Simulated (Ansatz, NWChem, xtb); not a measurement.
**A ladder of methods for SnNH5 (SMILES [NH2][SnH3])**

The species is SnNH5 (7 atoms), meant as a singlet with charge 0. As SMILES, `[NH2][SnH3]`. The coordinates come from a PBE0-D4/def2-TZVP relaxation.

```xyz
7

N    -0.4996   -1.1833    0.1166
Sn    0.1368    0.7304   -0.1356
H    -0.0018   -1.8445   -0.4665
H    -0.4137   -1.5049    1.0727
H    -0.1158    1.0928   -1.7817
H    -0.8363    1.6844    0.8880
H     1.7917    0.9571    0.2609
```

Each level gives the dipole moment (D). The values are calculated.

```json
{"level": "GFN2-xTB", "kind": "semi-empirical", "program": "xtb", "value (D)": "1.40"}
{"level": "GFN0-xTB", "kind": "semi-empirical", "program": "xtb", "value (D)": "1.75"}
{"level": "GFN1-xTB", "kind": "semi-empirical", "program": "xtb", "value (D)": "1.69"}
{"level": "HF/def2-SVP (core potential)", "kind": "Hartree–Fock", "program": "Ansatz", "value (D)": "1.29"}
{"level": "BP86/def2-SVP (core potential)", "kind": "GGA", "program": "NWChem", "value (D)": "1.14"}
{"level": "PBE0/def2-SVP (core potential)", "kind": "global hybrid", "program": "Ansatz", "value (D)": "1.17"}
{"level": "CAM-B3LYP/def2-SVP (core potential)", "kind": "range-separated hybrid", "program": "Ansatz", "value (D)": "1.19"}
{"level": "MP2/def2-SVP (core potential)", "kind": "perturbation theory", "program": "Ansatz", "value (D)": "1.19"}
```

The values span 1.14 to 1.75 D. In the correlated wave-function rows the outer d shell of Sn is correlated, in sets not made for it.
